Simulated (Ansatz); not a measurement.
Relaxation of CH₆Sn (8 atoms, charge 0, multiplicity 1), to a largest force component of 0.03 eV/Å in at most 50 steps.

All numbers below come from Ansatz 0.2.0, RKS CAM-B3LYP-D4/def2-SVP.

```xyz
8
Properties=species:S:1:pos:R:3:forces:R:3
Sn -0.089 -0.024 -0.979 0.03 0.00 -0.09
C 1.638 0.017 1.892 0.00 0.00 -0.13
H 0.570 -0.233 1.777 0.00 0.01 -0.01
H 2.105 -0.764 2.506 0.01 0.01 -0.01
H 1.720 0.991 2.390 0.01 -0.01 -0.01
H 2.155 0.060 0.917 -0.07 -0.01 0.15
H -1.120 1.241 -0.284 0.01 0.01 0.06
H -1.120 -1.288 -0.282 0.01 -0.01 0.05
```

**Question.** Where does it end, and by what steps?

**Answer.** The run converged. After 4 steps the energy has fallen by 0.016 eV; H7 moved furthest, 0.24 Å.

| step | energy less start (eV) | largest force component (eV/Å) | accepted |
| --- | --- | --- | --- |
| 0 | 0.0000 | 0.146 | yes |
| 1 | -0.0071 | 0.171 | yes |
| 2 | 0.0120 | 0.319 | no |
| 3 | -0.0124 | 0.106 | yes |
| 4 | -0.0157 | 0.029 | yes |

```xyz
8
Properties=species:S:1:pos:R:3
Sn -0.028 -0.059 -0.975
C 1.557 0.022 1.835
H 0.489 -0.228 1.740
H 2.052 -0.781 2.397
H 1.650 0.976 2.370
H 2.050 0.113 0.855
H -0.919 1.240 -0.158
H -0.993 -1.283 -0.126
```

Time of the run: 6.1 s on 2 threads of Intel(R) Xeon(R) 6975P-C (Granite Rapids), on a shared host, peak memory 0.19 GiB.
